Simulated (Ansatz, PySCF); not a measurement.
W(O)2(Cl)(SH) (ClHO₂SW), SMILES [O]=[W](=[O])([SH])[Cl], multiplicity 1. Atoms are numbered in the order given.

```xyz
6

W      0.1903    -0.1027     0.0646
O      1.3051    -0.8872    -0.9662
O      0.8118    -0.0938     1.6547
Cl    -0.1874     2.0357    -0.6705
S     -1.7600    -1.4088     0.1692
H     -1.7101    -1.7727    -1.1375
```
Charge 0, spin multiplicity 1.

Geometry: B3LYP-D3(BJ)/def2-SVP. The multiplicity is an assumed one; no other spin state was optimised. The structure was generated by enumeration; whether it is a known compound was not checked. The def2 effective core potentials stand for the cores of W; spin–orbit coupling is left out. Other conformers were not sampled.

Two levels are set side by side: PBE-D3(BJ)/def2-SVP (Ansatz, an electronic-structure program) and B3LYP-D3(BJ)/def2-SVP (Ansatz). Each level has its own optimised geometry; the coordinates shown are those of the second. Frequencies come from the Hessian of PySCF at each geometry. Differences are taken from unrounded values.

```json
[
 {"quantity": "mean bond length (Å)", "B3LYP-D3(BJ)": "1.883"},
 {"quantity": "bond W1–O2 (Å)", "B3LYP-D3(BJ)": "1.709"},
 {"quantity": "bond W1–O3 (Å)", "B3LYP-D3(BJ)": "1.707"},
 {"quantity": "bond W1–Cl4 (Å)", "B3LYP-D3(BJ)": "2.292"},
 {"quantity": "bond W1–S5 (Å)", "B3LYP-D3(BJ)": "2.350"},
 {"quantity": "bond S5–H6 (Å)", "B3LYP-D3(BJ)": "1.357"},
 {"quantity": "highest harmonic wavenumber (cm⁻¹)", "B3LYP-D3(BJ)": "2649"},
 {"quantity": "mean harmonic wavenumber (cm⁻¹)", "B3LYP-D3(BJ)": "618"},
 {"quantity": "zero-point energy (kcal/mol)", "B3LYP-D3(BJ)": "10.60"}
]
```

Question: What does PBE-D3(BJ) give, and how far is it from B3LYP-D3(BJ)? (Estimate from the structure and the level; the computed values follow.)

Answer: 
```tsv
quantity	PBE-D3(BJ)	PBE-D3(BJ) minus B3LYP-D3(BJ)
mean bond length (Å)	1.889	0.006
bond W1–O2 (Å)	1.720	0.011
bond W1–O3 (Å)	1.718	0.011
bond W1–Cl4 (Å)	2.291	-0.001
bond W1–S5 (Å)	2.348	-0.002
bond S5–H6 (Å)	1.367	0.010
highest harmonic wavenumber (cm⁻¹)	2594	-55
mean harmonic wavenumber (cm⁻¹)	601	-17
zero-point energy (kcal/mol)	10.30	-0.30
```

Exact exchange shortens and stiffens bonds; PBE has none. Differences between two approximate levels are no errors against the true value.
